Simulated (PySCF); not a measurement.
Species: CH8SSi2.
Bonds: C1–Si2, Si2–S3, S3–Si4. Hydrogens: H5, H6, H7 on C1; H8, H9 on Si2; H10, H11, H12 on Si4.

Computed, not measured: PBE0-D3(BJ)/def2-SVP geometry optimisation, gas phase (PySCF).

(1) List the bond lengths, angles and torsions at this level.

Results:

(1) 
```json
{"bond": "C1–Si2", "length (Å)": "1.869"}
{"bond": "Si2–S3", "length (Å)": "2.159"}
{"bond": "S3–Si4", "length (Å)": "2.147"}
{"bond": "C1–H5, C1–H6, C1–H7", "length (Å)": "1.101"}
{"bond": "Si2–H8, Si2–H9", "length (Å)": "1.496"}
{"bond": "Si4–H10, Si4–H11, Si4–H12", "length (Å)": "1.493"}
```

Bonds in one row agree within 0.01 Å and their mean is given. A selection of angles:
```json
{"angle": "Si2–C1–H5", "degrees": "110.5"}
{"angle": "Si2–C1–H6", "degrees": "110.7"}
{"angle": "H5–C1–H6", "degrees": "108.4"}
{"angle": "C1–Si2–S3", "degrees": "107.1"}
{"angle": "C1–Si2–H8", "degrees": "111.5"}
{"angle": "S3–Si2–H8", "degrees": "109.7"}
{"angle": "H8–Si2–H9", "degrees": "107.8"}
{"angle": "Si2–S3–Si4", "degrees": "99.3"}
{"angle": "S3–Si4–H10", "degrees": "111.1"}
{"angle": "S3–Si4–H12", "degrees": "106.4"}
{"angle": "H10–Si4–H11", "degrees": "108.5"}
{"angle": "H10–Si4–H12", "degrees": "109.8"}
```

Torsions: C1–Si2–S3–Si4 177° (antiperiplanar). The mirror-image conformer, all signs reversed, is as good.

Si4 (SiH3 silicon) is tetrahedral (angles from 106.4° to 111.1°). Si2 (SiH2 silicon) is tetrahedral (angles from 107.1° to 111.5°).

Point group: near Cs, missed by 0.15 Å at most; the miss may be what the optimiser left on a soft mode. No PBE0-D3(BJ)/def2-SVP frequencies stand behind this structure, so it isn't proved a minimum. The numbers are those of one conformer.
